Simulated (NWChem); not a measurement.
# SiH2O2BrCl; SMILES O[Si](O)(Cl)Br

```xyz
7

O     -1.2412    -0.9508     1.3945
Si    -0.4170    -0.6043     0.0056
O     -1.4113    -0.8854    -1.2927
Cl     1.2397    -1.8214     0.0134
Br     0.2803     1.5214    -0.0657
H     -2.1137    -0.5236     1.4678
H     -1.1255    -0.4889    -2.1351
```
Atoms are numbered in this order, from 1.

All runs: NWChem. Pople sets run with spherical d functions. The geometry was optimised at PBE-D3(BJ)/def2-SVP. Vzz is the largest principal value of the second derivative of the potential at the nucleus (NWChem prints the opposite sign); η is the asymmetry. Non-relativistic.

For level PBE0/cc-pVTZ:

```yaml
Vzz O1 (a.u.): 1.362
Vzz O3 (a.u.): 1.343
Vzz Cl4 (a.u.): 2.125
Vzz Br5 (a.u.): 4.249
```

**Question.** Estimate the same quantities for level Hartree-Fock/6-31G*.

**Answer.** Vzz O1 (a.u.): 1.425
Vzz O3 (a.u.): 1.402
Vzz Cl4 (a.u.): 2.200
Vzz Br5 (a.u.): 4.030
